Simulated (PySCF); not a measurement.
## Correlation energy of Mg (magnesium, neutral)

[Ne] 3p2, high-spin 3P determinant (an excited configuration). All numbers are calculated (PySCF 2.14, the spin-free X2C one-electron Hamiltonian (Gaussian nucleus), in aug-cc-pCVTZ-DK). Frozen: 1s2; 10 electrons correlated.

| level | correlation energy (mhartree) |
| --- | --- |
| CCSD | -273.72 |
| (T) | -2.21 |
| CCSD(T) | -275.93 |

Diagnostics: T1 = 0.0060, D1 = 0.0177, largest double amplitude 0.092.

Cost of the coupled-cluster step: roughly 30 core-seconds, for 10 correlated electrons.

Iterations:

```
CC2 = 0
CCSD nocc = (np.int64(6), np.int64(4)), nmo = (74, 74)
frozen orbitals [[0], [0]]
max_cycle = 100
direct = 0
conv_tol = 1e-08
conv_tol_normt = 1e-06
diis_space = 8
diis_start_cycle = 0
Init t2, MP2 energy = -0.265374563733045
Init E_corr(UCCSD) = -0.26537456373642
cycle = 1  E_corr(UCCSD) = -0.270995524792415  dE = -0.00562096106  norm(t1,t2) = 0.0374286
cycle = 2  E_corr(UCCSD) = -0.272935420163155  dE = -0.00193989537  norm(t1,t2) = 0.0164811
cycle = 3  E_corr(UCCSD) = -0.27374850311199  dE = -0.000813082949  norm(t1,t2) = 0.00781951
cycle = 4  E_corr(UCCSD) = -0.273735351933013  dE = 1.3151179e-05  norm(t1,t2) = 0.000694177
cycle = 5  E_corr(UCCSD) = -0.273714219575151  dE = 2.11323579e-05  norm(t1,t2) = 0.0002233
cycle = 6  E_corr(UCCSD) = -0.27371926204641  dE = -5.04247126e-06  norm(t1,t2) = 6.23452e-05
cycle = 7  E_corr(UCCSD) = -0.273719148970384  dE = 1.13076026e-07  norm(t1,t2) = 3.78883e-05
cycle = 8  E_corr(UCCSD) = -0.273718997648702  dE = 1.51321682e-07  norm(t1,t2) = 0.000107797
cycle = 9  E_corr(UCCSD) = -0.273718595585624  dE = 4.02063078e-07  norm(t1,t2) = 3.32913e-06
cycle = 10  E_corr(UCCSD) = -0.273718640930003  dE = -4.53443783e-08  norm(t1,t2) = 1.03483e-06
cycle = 11  E_corr(UCCSD) = -0.273718680253675  dE = -3.93236724e-08  norm(t1,t2) = 2.69608e-07
cycle = 12  E_corr(UCCSD) = -0.273718677990201  dE = 2.26347413e-09  norm(t1,t2) = 5.74692e-08
UCCSD converged
E(UCCSD) = -199.9617866168821  E_corr = -0.2737186779902008
UCCSD(T) correction = -0.00220876537105117
```
